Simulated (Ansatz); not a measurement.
Q: Name a neutral molecule of Ga, S, Si and H with LUMO energy (ωB97M-V/def2-TZVPP) between -0.65 and -0.35 eV and ideal-gas entropy at 298 K and 1 bar (rigid rotor, harmonic PBE0-D4/def2-TZVP) between 344 and 360 J/(mol·K) (Ansatz, PBE0-D4/def2-TZVP geometry).

A: `[SiH2]1S[S][GaH]1` (-0.38 eV, 348 J/(mol·K)); `S[SiH2][GaH2]` (-0.44 eV, 352 J/(mol·K)). Other molecules can fit too; these were computed, each in one conformer that needn't be the lowest.
